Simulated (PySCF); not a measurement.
**Correlation energy of Al (aluminium, neutral)**

[Ne] 3s2 3p1, 2P determinant. Computed with PySCF 2.14 in cc-pVDZ-DK (4s3p1d, 18 functions), with scalar relativity by spin-free X2C-1e. Frozen: [Ne]; 3 electrons correlated.

MP2 pair energies summed by pair of shells (mhartree):

```
 pair  energy  share (%)
3s-3s  -18.29       59.9
3s-3p  -12.26       40.1
```

Total MP2 correlation energy: -30.55 mhartree.

Same-spin part -2.11 and opposite-spin part -28.44 mhartree; SCS-MP2 scales them by 1/3 and 6/5 to -34.83 mhartree.

| level | correlation energy (mhartree) |
| --- | --- |
| CCSD | -47.01 |
| (T) | -0.68 |
| CCSD(T) | -47.69 |

Diagnostics: T1 = 0.014, D1 = 0.0334, largest double amplitude 0.106.

Cost of the coupled-cluster step: 0.11 s of wall time on 1 thread of Neoverse-N1 (shared host), for 3 correlated electrons.
